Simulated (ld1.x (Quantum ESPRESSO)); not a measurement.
## u(r) = r·R(r): atom against pseudo-atom (Ga)

Columns: radius, all-electron u(r) and pseudo u(r) of the 4s shell (level -9.17 eV) of gallium in the configuration [Ar] 3d10 4s2 4p1; LDA (PZ), scalar-relativistic, PAW scheme, ld1.x (Quantum ESPRESSO) 7.5.

```tsv
r (bohr)	all-electron	pseudo
0.145	-0.1948	-0.0774
0.290	0.0754	-0.1544
0.435	0.3034	-0.2306
0.580	0.2785	-0.3053
0.725	0.1141	-0.3778
0.870	-0.0880	-0.4469
1.015	-0.2762	-0.5113
1.160	-0.4307	-0.5695
1.305	-0.5475	-0.6199
1.450	-0.6291	-0.6609
1.595	-0.6807	-0.6913
1.740	-0.7078	-0.7098
1.885	-0.7156	-0.7156
2.030	-0.7086	-0.7086
2.175	-0.6908	-0.6908
2.320	-0.6650	-0.6650
2.465	-0.6338	-0.6338
2.610	-0.5991	-0.5991
2.755	-0.5625	-0.5625
2.900	-0.5252	-0.5252
3.045	-0.4879	-0.4879
3.190	-0.4514	-0.4514
3.335	-0.4162	-0.4162
3.480	-0.3825	-0.3825
3.625	-0.3505	-0.3505
3.770	-0.3204	-0.3204
```

**Question.** How many radial nodes do the two functions have?

**Answer.** The all-electron 4s function has n − l − 1 = 3 (the table is too coarse to show those close to the nucleus); the pseudo-wave has 0, since the states of the same l below it are removed with the core.

**Question.** At about which radius was the pseudo-wave matched?

**Answer.** 1.95 bohr, where the columns begin to agree (steps of 0.14 bohr).

**Question.** Is the pseudo-wave norm-conserving?

**Answer.** No, it belongs to a PAW set: the norm inside the radius is not constrained, and the difference is carried by the augmentation charge.
